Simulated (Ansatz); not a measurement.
`O[SiH](F)[O][GeH3]` and `O[SiH](Cl)[O][GeH3]` differ in one element.

Ansatz, PBE0-D4/def2-TZVP geometries, multiplicity 1. Each molecule was computed in one conformer, which needn't be the lowest.

Scalar relativity is left out up to krypton.

```json
{"property": "HOMO–LUMO gap (PBE0/def2-TZVPP) / eV", "`O[SiH](F)[O][GeH3]`": "9.15"}
{"property": "LUMO energy (B3LYP/def2-TZVPP) / eV", "`O[SiH](F)[O][GeH3]`": "-0.15"}
{"property": "HOMO–LUMO gap (ωB97M-V/def2-TZVPP) / eV", "`O[SiH](F)[O][GeH3]`": "13.25"}
{"property": "size of the dipole moment (B3LYP/def2-TZVPP) / D", "`O[SiH](F)[O][GeH3]`": "1.37"}
{"property": "LUMO energy (PBE/def2-TZVPP) / eV", "`O[SiH](F)[O][GeH3]`": "-0.79"}
{"property": "size of the dipole moment (PBE/def2-TZVPP) / D", "`O[SiH](F)[O][GeH3]`": "1.35"}
```

Q: What does the change do to each property? (Estimate.)

A: The calculation gave: 
```tsv
property	`O[SiH](Cl)[O][GeH3]`	shift
HOMO–LUMO gap (PBE0/def2-TZVPP) / eV	8.92	-0.23
LUMO energy (B3LYP/def2-TZVPP) / eV	-0.22	-0.07
HOMO–LUMO gap (ωB97M-V/def2-TZVPP) / eV	13.00	-0.25
size of the dipole moment (B3LYP/def2-TZVPP) / D	1.33	-0.04
LUMO energy (PBE/def2-TZVPP) / eV	-0.87	-0.08
size of the dipole moment (PBE/def2-TZVPP) / D	1.33	-0.02
```

With PBE0 the HOMO rises by 0.16 eV and the LUMO falls by 0.08 eV, so the gap narrows by about 0.24 eV. PBE moves the HOMO by 0.12 eV and ωB97M-V by 0.19 eV. Dipoles are sizes alone; their direction can turn.

B3LYP here is the variant with VWN-RPA as its local correlation; programs differ in this.
